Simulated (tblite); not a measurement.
Compound: C8H9O (doublet state).
Bonds: C1–C2, C2–C3 (aromatic), C3–C4 (aromatic), C4–C5 (aromatic), C5–C6, C6–C7 (double), C6–C8, C5–O9 (aromatic), C2–O9 (aromatic). Hydrogens: H10, H11 on C1; H12 on C3; H13 on C4; H14, H15 on C7; H16, H17, H18 on C8.

A start from a force field or distance geometry was refined with GFN2-xTB geometry optimisation, gas phase (tblite 0.8.0). Values at the start:

```json
{"coordinate": "C1–C2", "start": "1.398 Å"}
{"coordinate": "C1–H10", "start": "1.092 Å"}
{"coordinate": "C1–H11", "start": "1.084 Å"}
{"coordinate": "C2–C3", "start": "1.387 Å"}
{"coordinate": "C2–O9", "start": "1.375 Å"}
{"coordinate": "C3–C4", "start": "1.405 Å"}
{"coordinate": "C3–H12", "start": "1.090 Å"}
{"coordinate": "C4–C5", "start": "1.384 Å"}
{"coordinate": "C4–H13", "start": "1.078 Å"}
{"coordinate": "C5–C6", "start": "1.435 Å"}
{"coordinate": "C5–O9", "start": "1.371 Å"}
{"coordinate": "C6=C7", "start": "1.351 Å"}
{"coordinate": "C6–C8", "start": "1.513 Å"}
{"coordinate": "C7–H14", "start": "1.082 Å"}
{"coordinate": "C7–H15", "start": "1.083 Å"}
{"coordinate": "C8–H16", "start": "1.103 Å"}
{"coordinate": "C1–C2–O9", "start": "123.0°"}
{"coordinate": "C2–O9–C5", "start": "110.4°"}
{"coordinate": "C4–C5–C6", "start": "128.8°"}
{"coordinate": "C4–C5–O9", "start": "106.9°"}
{"coordinate": "C5–C6–C7", "start": "117.6°"}
{"coordinate": "C5–C6–C8", "start": "124.0°"}
{"coordinate": "C6–C5–O9", "start": "124.2°"}
{"coordinate": "C7–C6–C8", "start": "118.4°"}
{"coordinate": "C4–C5–C6–C7", "start": "179°"}
```

Q: How do these coordinates change at the GFN2-xTB level?

A: 
```
 coordinate  GFN2-xTB (Å or °)  change
      C1–C2              1.357  -0.041
      C2–C3              1.422  +0.035
      C3–C4              1.380  -0.025
     C1–H10              1.072  -0.020
     C3–H12              1.071  -0.019
     C8–H16              1.089  -0.014
      C5–O9              1.358  -0.013
      C4–C5              1.396  +0.012
     C1–H11              1.073  -0.011
      C6–C8              1.502  -0.011
      C6=C7              1.342  -0.009
     C7–H14              1.075  -0.007
     C7–H15              1.076  -0.007
      C2–O9              1.368  -0.007
     C4–H13              1.072  -0.006
      C5–C6              1.433  -0.002
   C5–C6–C8              116.7    -7.3
   C6–C5–O9              120.1    -4.1
   C5–C6–C7              121.3    +3.7
   C7–C6–C8              122.1    +3.7
   C4–C5–O9              109.6    +2.7
   C2–O9–C5              108.0    -2.4
   C1–C2–O9              121.2    -1.8
   C4–C5–C6              130.3    +1.5
C4–C5–C6–C7                180      +1
```

The energy falls by 21.9 kJ/mol over 41 L-BFGS steps, the largest force on an atom goes from 1.66 to 0.008 eV/Å, and the atoms move by 0.082 Å rms after alignment. The bond that changes most is C1–C2 (ends: carbon bonded to C and 2 H; carbon bonded to 2 C and O), which shortens by 0.041 Å. Bonds longer at the end by more than 0.005 Å: 2 of 18; shorter: 14. Rotational constants go from 4091, 1095, 868.6 to 3928, 1156, 897.9 MHz.

On one thread, Arm Neoverse V1 (aarch64), shared host, this took 0.28 s of wall time.

Its GFN2-xTB frequencies are all real (lowest 72 cm⁻¹). 3 starts were optimised and ended at 0.00, 0.00 and 0.09 kcal/mol (GFN2-xTB); the lowest of these is shown.

Conformer computed: `[CH2:1][c:2]1[cH:3][cH:4][c:5]([C:6](=[CH2:7])[CH3:8])[o:9]1`: C4–C5–C6–C7 180°.

One conformer stands for the species.
